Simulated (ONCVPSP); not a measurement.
**I: one change to an ONCV potential, before and after**

| Property | Result |
| --- | --- |
| Element | I (Z = 53) |
| Generator | ONCVPSP 4.0.1 |
| Type | optimised norm-conserving Vanderbilt (ONCV) |
| Functional | PBE |
| Relativity | scalar-relativistic |
| Frozen core | [Ar] 3d10 |
| Valence charge | 25 |
| Reference configuration | 4s2 4p6 4d10 5s2 5p5 |
| Partial waves | 4s+5s: rc 1.00 bohr, ncon 4, nbas 9, qcut 11.3 1/bohr, 3 projectors, debl 3.5 Ha; 4p+5p: rc 1.55 bohr, ncon 3, nbas 6, qcut 9.1 1/bohr, 2 projectors; 4d: rc 1.05 bohr, ncon 3, nbas 8, qcut 12 1/bohr, 2 projectors, debl 2.7 Ha |
| Local potential | polynomial inside 0.65 bohr (lpopt 5, dvloc0 1 Ha) |
| Core correction | polynomial model core, fcfact 0.15 |

Change: p: qcut 5.8.

Cutoffs: the cutoffs (Ha) at which the residual kinetic energy of the hardest occupied pseudo-wave falls to 1 and 0.1 mHa per electron; they do not see the model core or the augmentation charge, which bear on the density cutoff. Errors are all-electron minus pseudo energies relative to the spin-unpolarised reference configuration.

Question: How do hardness, ghosts and transferability respond?

Answer: The potential gets harder (55 Ha and 63 Ha → 55 Ha and 92 Ha); of the 4 tests that both files solve, the error grows in 3 and shrinks in 0 by more than 15 % and 0.3 meV (median size 13.2 → 15.0 meV); neither file shows a bound ghost.

```tsv
quantity	base	changed
cutoff, loose	55 Ha	55 Ha
cutoff, tight	63 Ha	92 Ha
loose cutoff by channel	s 54 Ha, p 29 Ha, d 55 Ha	s 54 Ha, p 47 Ha, d 55 Ha
bound ghosts	none	none
GHOST(+) flags under 300 eV	s at 211.3 eV	p at 156.3 eV, s at 211.3 eV
error for 4s2 4p6 4d10 5s2 5p4, meV [ΔE 11.13 eV]	-2.8	-3.3
error for 4s2 4p6 4d10 5s2 5p3, meV [ΔE 30.98 eV]	-8.5	-9.8
error for 4s2 4p6 4d10 5s2 5p2, meV [ΔE 60.31 eV]	-18	-20
error for 4s2 4p5 4d10 5s2 5p5, meV [ΔE 136.40 eV]	-148	+258
s: phases at 1.02 bohr within 0.05 rad from the reference energy up to (Ha; the scan ends near 5)	to the end of the scan	to the end of the scan
p: phases at 1.57 bohr within 0.05 rad from the reference energy up to (Ha; the scan ends near 5)	to the end of the scan	to the end of the scan
d: phases at 1.07 bohr within 0.05 rad from the reference energy up to (Ha; the scan ends near 5)	to the end of the scan	to the end of the scan
rms error of d²Exc/dni dnj with the model core, mHa	0.53	0.83
```
